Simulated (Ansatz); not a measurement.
Consider the ligand exchange at the Si–O bond: `O[SiH2][SiH](O)F` + NH₃ → `N[SiH2][SiH](O)F` + H₂O.

Isolated molecules relaxed with PBE0-D4/def2-TZVP in Ansatz; ΔE leaves out vibrations. CCSD(T)/CBS adds triple-zeta CCSD(T) − MP2 to the extrapolated MP2 energy (def2 sets, frozen cores). This one scheme is used for every species. Functionals use def2-TZVPP. B3LYP here is the variant with VWN-RPA as its local correlation; programs differ in this. Each species was taken in one conformer, which may not be the lowest.

Q: Is it downhill or uphill in electronic energy at CCSD(T)/CBS, and by how much? (Estimate.)

A: The calculation gave: Uphill: ΔE = +40.4 kJ/mol.

Q: What do these levels give: PBE-D4, B3LYP-D4, ωB97X-V, PBE, B3LYP, HF/CBS(def2)? (Estimate.)

A: Computed: PBE-D4 36.9, B3LYP-D4 43.0, ωB97X-V 42.9, PBE 39.1, B3LYP 46.4, HF/CBS(def2) 53.1 kJ/mol.

Largest T1 diagnostic among the species: 0.012.

In def2-TZVPP, CCSD(T) changes the Hartree–Fock value by −11.1 kJ/mol (the triples alone add −1.5 kJ/mol) and MP2 by −11.4 kJ/mol. The D4 term adds −3.4 kJ/mol with B3LYP and −1.9 kJ/mol with PBE0; it sums over pairs of atoms, weighted by their polarisabilities, and B3LYP, whose exchange is more repulsive, gets the larger term.
